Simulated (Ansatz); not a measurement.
Two isomers of CH6OSSi2: A = `OC1([SiH3])[SiH2]S1`, B = `SC1O[SiH2][SiH2]1`.

Computed with Ansatz on PBE0-D4/def2-TZVP structures; ΔE is electronic, products minus reactants. CCSD(T)/CBS adds triple-zeta CCSD(T) − MP2 to the extrapolated MP2 energy (def2 sets, frozen cores). Functionals use def2-TZVPP. One conformer a species, not always the lowest.

Q: Which isomer does CCSD(T)/CBS put lower? Give the gap. (An estimate is asked.)

A: Ansatz gave: B, by 9.0 kcal/mol.

Q: Give E(B) − E(A) in kcal/mol with PBE0-D4, CCSD(T)/def2-TZVPP, CCSD/def2-TZVPP, PBE-D4, B2PLYP, MP2/def2-TZVPP, HF/def2-TZVPP. (Best estimate.)

A: Ansatz gave: PBE0-D4 -9.3, CCSD(T)/def2-TZVPP -9.8, CCSD/def2-TZVPP -10.9, PBE-D4 -8.1, B2PLYP -9.5, MP2/def2-TZVPP -7.7, HF/def2-TZVPP -12.8. None reverses the order clearly.

Largest T1 diagnostic: 0.014.

From PBE to PBE0 (25 % exact exchange), in def2-TZVPP and without D4, E(B) − E(A) moves by −1.1 kcal/mol. In def2-TZVPP, CCSD(T) changes the Hartree–Fock value by +2.9 kcal/mol (the triples alone add +1.1 kcal/mol) and MP2 by +5.1 kcal/mol.
